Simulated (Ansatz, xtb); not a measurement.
Two conformers of CH4Cl2SiTe

Structure a: `C[Te][SiH](Cl)Cl`, a singlet. Structure b: `C[Te][SiH](Cl)Cl`, a singlet. Both are isolated molecules in the gas phase, relaxed with B3LYP-D3(BJ)/def2-SVP.

a (Å):

```yaml
atoms:
  - { symbol: C, position_ang: [-2.6285, 0.8206, -1.9241] }
  - { symbol: Cl, position_ang: [-1.0649, -2.4575, -1.0645] }
  - { symbol: Cl, position_ang: [1.2464, -1.1087, 1.0407] }
  - { symbol: Si, position_ang: [0.0811, -0.7748, -0.6388] }
  - { symbol: Te, position_ang: [-1.3868, 1.1811, -0.1561] }
  - { symbol: H, position_ang: [-2.0739, 1.0842, -2.8322] }
  - { symbol: H, position_ang: [-2.9237, -0.2351, -1.9303] }
  - { symbol: H, position_ang: [-3.5116, 1.4631, -1.8178] }
  - { symbol: H, position_ang: [0.9901, -0.5956, -1.7957] }
```

b (Å):

```yaml
atoms:
  - { symbol: C, position_ang: [-3.6947, 0.9902, -0.9328] }
  - { symbol: Cl, position_ang: [-0.6004, -1.2069, -1.4839] }
  - { symbol: Cl, position_ang: [-1.1754, -0.2828, 1.6642] }
  - { symbol: Si, position_ang: [-1.8351, -1.5479, 0.1528] }
  - { symbol: Te, position_ang: [-4.2116, -1.0754, -0.4201] }
  - { symbol: H, position_ang: [-4.6232, 1.4824, -1.2472] }
  - { symbol: H, position_ang: [-3.2791, 1.4766, -0.0429] }
  - { symbol: H, position_ang: [-2.9668, 0.9742, -1.7521] }
  - { symbol: H, position_ang: [-1.6666, -2.9517, 0.5957] }
```

**Question.** Estimate which is lower in electronic energy at CCSD(T)/def2-SVP + ΔMP2/def2-TZVPP, and by roughly how much.

**Answer.** Too close to call at this level: CCSD(T)/def2-SVP + ΔMP2/def2-TZVPP gives E(b) − E(a) = −0.18 kcal/mol.

How the difference moves with the method:

```csv
level,geometry,E(b) − E(a) (kcal/mol),departure from the last row (kcal/mol),"job, with rough time for the two"
B3LYP-D3(BJ)/def2-SVP,B3LYP-D3(BJ)/def2-SVP,−0.55,−0.37,"optimisation, 69 s"
HF/def2-SVP,B3LYP-D3(BJ)/def2-SVP,−0.11,+0.07,part of the CCSD(T) run
MP2/def2-SVP,B3LYP-D3(BJ)/def2-SVP,−0.55,−0.37,part of the CCSD(T) run
CCSD(T)/def2-SVP,B3LYP-D3(BJ)/def2-SVP,−0.47,−0.29,single point
CCSD(T)/def2-SVP + ΔMP2/def2-TZVPP,B3LYP-D3(BJ)/def2-SVP,−0.18,,"single point, 55 s"
```

The largest departure from CCSD(T)/def2-SVP + ΔMP2/def2-TZVPP is that of B3LYP-D3(BJ)/def2-SVP, 0.37 kcal/mol. Levels run at GFN2-xTB geometries aren't shown. The last row adds to CCSD(T) the change of the MP2 difference between the two basis sets, here +0.29 kcal/mol.

With harmonic frequencies from B3LYP-D3(BJ)/def2-SVP (ideal gas, rigid rotor, one conformer each, 298.15 K, 1 atm): on the last row, ΔE + ΔZPE = −0.14 kcal/mol. A mode under 50 cm⁻¹ makes harmonic enthalpies and free energies unreliable, so none is given.

The correlated steps freeze 20 core orbitals; the filled d shell of Te is correlated, in a basis made for valence electrons. Atoms past krypton carry core potentials in the def2 sets and no spin–orbit term is included. Run with Ansatz 0.2.0; the last row on 2 threads of Intel(R) Xeon(R) Platinum 8259CL CPU @ 2.50GHz (Skylake/Cascade Lake) on a shared host.
